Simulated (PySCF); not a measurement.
PySCF input file for B2O3, SMILES O=BOB=O, TDA-ωB97X/def2-SVPD. Coordinates come from a PBE0-D3(BJ)/def2-SVP optimisation. The values are those of a single conformer.

```python
import numpy as np
from pyscf import gto, scf, dft, tdscf

mol = gto.M(
    atom='''
    O     0.00000000    0.00000000   -2.51583870
    B     0.00000000    0.00000000   -1.31015787
    O     0.00000000    0.00000000    0.00000000
    B     0.00000000    0.00000000    1.31015787
    O     0.00000000    0.00000000    2.51583870
    ''',
    basis='def2-SVPD',
    charge=0,
    spin=0,
    symmetry=True,
    symmetry_subgroup='D2h',
    max_memory=1600,
    verbose=4,
)
mf = dft.RKS(mol, xc='wb97x').density_fit(auxbasis='def2-universal-jkfit')
mf.grids.level = 3
mf.conv_tol = 1e-9
mf.max_cycle = 100
mf.kernel()
mf.grids = dft.Grids(mol).set(level=1).build(with_non0tab=True)  # coarser grid for the response kernel
td = tdscf.TDA(mf)
td.singlet = True
td.nstates = 10
td.conv_tol = 1e-4
td.positive_eig_threshold = 1e-6
td.kernel(x0=td.get_init_guess(mf, 15))
td.analyze()
tt = tdscf.TDA(mf)
tt.singlet = False
tt.nstates = 4
tt.conv_tol = 1e-4
tt.positive_eig_threshold = 1e-6
tt.kernel(x0=tt.get_init_guess(mf, 9))
tt.analyze(verbose=3)
```

Output:

```
PySCF version 2.14.0

[INPUT] verbose = 4
[INPUT] num. atoms = 5
[INPUT] num. electrons = 34
[INPUT] charge = 0
[INPUT] spin (= nelec alpha-beta = 2S) = 0
[INPUT] symmetry True subgroup D2h
[INPUT] Mole.unit = angstrom
[INPUT] Symbol           X                Y                Z      unit          X                Y                Z       unit  Magmom
[INPUT]  1 O      0.000000000000   0.000000000000  -2.515838700000 AA    0.000000000000   0.000000000000  -4.754246116582 Bohr   0.0
[INPUT]  2 B      0.000000000000   0.000000000000  -1.310157870000 AA    0.000000000000   0.000000000000  -2.475839554244 Bohr   0.0
[INPUT]  3 O      0.000000000000   0.000000000000   0.000000000000 AA    0.000000000000   0.000000000000   0.000000000000 Bohr   0.0
[INPUT]  4 B      0.000000000000   0.000000000000   1.310157870000 AA    0.000000000000   0.000000000000   2.475839554244 Bohr   0.0
[INPUT]  5 O      0.000000000000   0.000000000000   2.515838700000 AA    0.000000000000   0.000000000000   4.754246116582 Bohr   0.0

nuclear repulsion = 117.192324660574
point group symmetry = Dooh, use subgroup D2h
symmetry origin: [0. 0. 0.]
symmetry axis x: [1. 0. 0.]
symmetry axis y: [0. 1. 0.]
symmetry axis z: [0. 0. 1.]
num. orbitals of irrep Ag = 29
num. orbitals of irrep B1g = 6
num. orbitals of irrep B2g = 11
num. orbitals of irrep B3g = 11
num. orbitals of irrep Au = 4
num. orbitals of irrep B1u = 24
num. orbitals of irrep B2u = 12
num. orbitals of irrep B3u = 12
number of shells = 43
number of NR pGTOs = 159
number of NR cGTOs = 109
basis = def2-SVPD
ecp = {}


[settings echo left out]
init E= -275.919755849339
HOMO (B3u) = -0.493923201822057  LUMO (Ag) = -0.0513534445093162  gap/eV = 12.04294
cycle= 1 E= -274.969465113087  delta_E= 0.95  |g|= 1.16  |ddm|= 3.74
HOMO (B3u) = -0.332484953697387  LUMO (Ag) = -0.00294068606611919  gap/eV = 8.96736
cycle= 2 E= -274.687575274068  delta_E= 0.282  |g|= 1.76  |ddm|= 3.14
HOMO (B3u) = -0.467055140256792  LUMO (Ag) = 0.0174186252981023  gap/eV = 13.18320
cycle= 3 E= -275.268596483753  delta_E= -0.581  |g|= 0.142  |ddm|= 1.68
HOMO (B3u) = -0.468582444970872  LUMO (Ag) = 0.0163342493179011  gap/eV = 13.19526
cycle= 4 E= -275.271946870133  delta_E= -0.00335  |g|= 0.0677  |ddm|= 0.142
HOMO (B3u) = -0.467766694317883  LUMO (Ag) = 0.0193336486004014  gap/eV = 13.25468
cycle= 5 E= -275.272857930123  delta_E= -0.000911  |g|= 0.00812  |ddm|= 0.0651
HOMO (B3u) = -0.468334572932464  LUMO (Ag) = 0.0192983471573607  gap/eV = 13.26917
cycle= 6 E= -275.272888677006  delta_E= -3.07e-05  |g|= 0.00186  |ddm|= 0.0286
HOMO (B2u) = -0.468201928067888  LUMO (Ag) = 0.019320977443253  gap/eV = 13.26617
cycle= 7 E= -275.272890982014  delta_E= -2.31e-06  |g|= 0.000339  |ddm|= 0.0122
HOMO (B2u) = -0.468281897574227  LUMO (Ag) = 0.019273061377632  gap/eV = 13.26705
cycle= 8 E= -275.272891067398  delta_E= -8.54e-08  |g|= 8.26e-05  |ddm|= 0.00196
HOMO (B2u) = -0.46827496396325  LUMO (Ag) = 0.0192806103464864  gap/eV = 13.26706
cycle= 9 E= -275.272891070857  delta_E= -3.46e-09  |g|= 1.22e-05  |ddm|= 0.000407
HOMO (B3u) = -0.468276235497663  LUMO (Ag) = 0.0192805766559099  gap/eV = 13.26710
cycle= 10 E= -275.272891070933  delta_E= -7.62e-11  |g|= 1.63e-06  |ddm|= 4.38e-05
HOMO (B3u) = -0.468276135326037  LUMO (Ag) = 0.0192805213547027  gap/eV = 13.26709
Extra cycle  E= -275.272891070935  delta_E= -1.19e-12  |g|= 8.9e-07  |ddm|= 6.59e-06
converged SCF energy = -275.272891070935
tot grids = 25904
Overwritten attributes  positive_eig_threshold  of <class 'pyscf.tdscf.rks.TDA'>


******** <class 'pyscf.tdscf.rks.TDA'> for <class 'pyscf.df.df_jk.DFSymAdaptedRKS'> ********
nstates = 10 singlet
deg_eia_thresh = 1.000e-03
wfnsym = None
conv_tol = 0.0001
eigh lindep = 1e-12
eigh level_shift = 0
eigh max_cycle = 100


Excitation energies (eV)
[8.16202823 8.16202823 8.73016174 8.77970308 8.77970308 8.88254612
 8.8825587  9.16422615 9.35960586 9.35967668]

** Singlet excitation energies and oscillator strengths **
Excited State   1:  B3u      8.16203 eV    151.90 nm  f=0.0684
      14 -> 19       -0.17785
      14 -> 25        0.10153
      17 -> 18       -0.64767
      17 -> 24        0.17132
Excited State   2:  B2u      8.16203 eV    151.90 nm  f=0.0684
      15 -> 19       -0.17785
      15 -> 25        0.10153
      16 -> 18       -0.64767
      16 -> 24        0.17132
Excited State   3:   Au      8.73016 eV    142.02 nm  f=0.0000
      14 -> 22       -0.13944
      14 -> 34        0.10292
      15 -> 23        0.13944
      15 -> 35       -0.10292
      16 -> 20        0.45874
      17 -> 21       -0.45874
Excited State   4:  B2g      8.77970 eV    141.22 nm  f=0.0000
      14 -> 18       -0.58870
      14 -> 24        0.14433
      17 -> 19       -0.31070
      17 -> 25        0.15534
Excited State   5:  B3g      8.77970 eV    141.22 nm  f=0.0000
      15 -> 18       -0.58870
      15 -> 24        0.14433
      16 -> 19       -0.31070
      16 -> 25        0.15534
Excited State   6:  B1u      8.88255 eV    139.58 nm  f=0.0000
      14 -> 23        0.13504
      15 -> 22       -0.13504
      16 -> 21       -0.46091
      17 -> 20        0.46091
Excited State   7:   Au      8.88256 eV    139.58 nm  f=0.0000
      14 -> 22       -0.13504
      15 -> 23       -0.13504
      16 -> 20       -0.46091
      17 -> 21       -0.46091
Excited State   8:  B1g      9.16423 eV    135.29 nm  f=0.0000
      14 -> 21        0.41047
      15 -> 20       -0.41047
      16 -> 23       -0.22185
      16 -> 32        0.11927
      16 -> 35        0.12772
      17 -> 22        0.22185
      17 -> 31       -0.11927
      17 -> 34       -0.12772
Excited State   9:   Ag      9.35961 eV    132.47 nm  f=0.0000
      14 -> 20        0.41241
      15 -> 21       -0.41241
      16 -> 22       -0.22206
      16 -> 31        0.12020
      16 -> 34        0.11984
      17 -> 23        0.22206
      17 -> 32       -0.12020
      17 -> 35       -0.11984
Excited State  10:  B1g      9.35968 eV    132.47 nm  f=0.0000
      14 -> 21       -0.41240
      15 -> 20       -0.41240
      16 -> 23       -0.22207
      16 -> 32        0.12020
      16 -> 35        0.11984
      17 -> 22       -0.22207
      17 -> 31        0.12020
      17 -> 34        0.11984

** Transition electric dipole moments (AU) **
state          X           Y           Z        Dip. S.      Osc.
  1         0.5851      0.0000     -0.0000      0.3423      0.0684
  2         0.0000      0.5851      0.0000      0.3423      0.0684
  3         0.0000     -0.0000      0.0000      0.0000      0.0000
  4         0.0000     -0.0000     -0.0000      0.0000      0.0000
  5        -0.0000      0.0000     -0.0000      0.0000      0.0000
  6        -0.0000      0.0000     -0.0000      0.0000      0.0000
  7         0.0000      0.0000     -0.0000      0.0000      0.0000
  8         0.0000      0.0000      0.0000      0.0000      0.0000
  9        -0.0000     -0.0000     -0.0000      0.0000      0.0000
 10        -0.0000      0.0000      0.0000      0.0000      0.0000

** Transition velocity dipole moments (imaginary part, AU) **
state          X           Y           Z        Dip. S.      Osc.
  1         0.1193     -0.0000     -0.0000      0.0142      0.0316
  2         0.0000      0.1193      0.0000      0.0142      0.0316
  3         0.0000     -0.0000      0.0000      0.0000      0.0000
  4         0.0000     -0.0000     -0.0000      0.0000      0.0000
  5        -0.0000      0.0000      0.0000      0.0000      0.0000
  6        -0.0000      0.0000      0.0000      0.0000      0.0000
  7         0.0000      0.0000     -0.0000      0.0000      0.0000
  8         0.0000      0.0000      0.0000      0.0000      0.0000
  9        -0.0000     -0.0000     -0.0000      0.0000      0.0000
 10        -0.0000      0.0000      0.0000      0.0000      0.0000

** Transition magnetic dipole moments (imaginary part, AU) **
state          X           Y           Z
  1        -0.0000      0.0000      0.0000
  2        -0.0000     -0.0000     -0.0000
  3        -0.0000     -0.0000      0.0000
  4        -0.0000      1.3494      0.0000
  5        -1.3494     -0.0000      0.0000
  6         0.0000     -0.0000      0.0000
  7        -0.0000     -0.0000      0.0000
  8        -0.0000     -0.0000     -0.0000
  9        -0.0000     -0.0000      0.0000
 10        -0.0000      0.0000      0.0000


******** <class 'pyscf.tdscf.rks.TDA'> for <class 'pyscf.df.df_jk.DFSymAdaptedRKS'> ********
nstates = 4 triplet
deg_eia_thresh = 1.000e-03
wfnsym = None
conv_tol = 0.0001
eigh lindep = 1e-12
eigh level_shift = 0
eigh max_cycle = 100


Excitation energies (eV)
[7.74029921 7.86035637 7.86035637 8.23470963]

** Triplet excitation energies and oscillator strengths **
Excited State   1:  B1u      7.74030 eV    160.18 nm  f=0.0000
Excited State   2:  B3u      7.86036 eV    157.73 nm  f=0.0000
Excited State   3:  B2u      7.86036 eV    157.73 nm  f=0.0000
Excited State   4:  B1u      8.23471 eV    150.56 nm  f=0.0000
```

The calculation finished and met its thresholds.
